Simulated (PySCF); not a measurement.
## 4-chlorostyrene, C8H7Cl

Geometry:
| atom | x (Å) | y (Å) | z (Å) |
| --- | --- | --- | --- |
| C1 | 2.381 | 0.341 | -0.183 |
| C2 | 1.417 | -0.585 | -0.117 |
| C3 | -0.024 | -0.360 | 0.048 |
| C4 | -0.889 | -1.463 | 0.094 |
| C5 | -2.263 | -1.309 | 0.248 |
| C6 | -2.794 | -0.027 | 0.360 |
| Cl7 | -4.501 | 0.187 | 0.552 |
| C8 | -1.960 | 1.092 | 0.318 |
| C9 | -0.591 | 0.921 | 0.163 |
| H10 | 2.174 | 1.413 | -0.118 |
| H11 | 3.427 | 0.052 | -0.308 |
| H12 | 1.708 | -1.638 | -0.191 |
| H13 | -0.473 | -2.470 | 0.007 |
| H14 | -2.925 | -2.175 | 0.283 |
| H15 | -2.392 | 2.090 | 0.407 |
| H16 | 0.048 | 1.805 | 0.132 |

The calculation used PySCF 2.14.0, quadratic response CAM-B3LYP/aug-cc-pVDZ first hyperpolarisability, Taylor convention, gas phase. Geometry: PBE0-D3(BJ)/def2-SVP.

Question: Give the tensor of the second harmonic β(−2ω;ω,ω) at 1064 nm in the axes of these coordinates.

Answer: In au, Taylor convention; rows are the first index (the induced dipole):
```tsv
	xx	yy	zz	xy	xz	yz
x	-620.9	-7.9	-81.3	-28.1	+50.0	+5.7
y	-16.2	+19.2	-3.3	-8.0	+3.9	+1.8
z	+51.5	+1.8	+23.2	+5.3	-72.6	-2.4
```
Norm of βᵢ = ⅓ Σⱼ (βᵢⱼⱼ + βⱼᵢⱼ + βⱼⱼᵢ): 708.4 au, hyper-Rayleigh value 279.1 au.
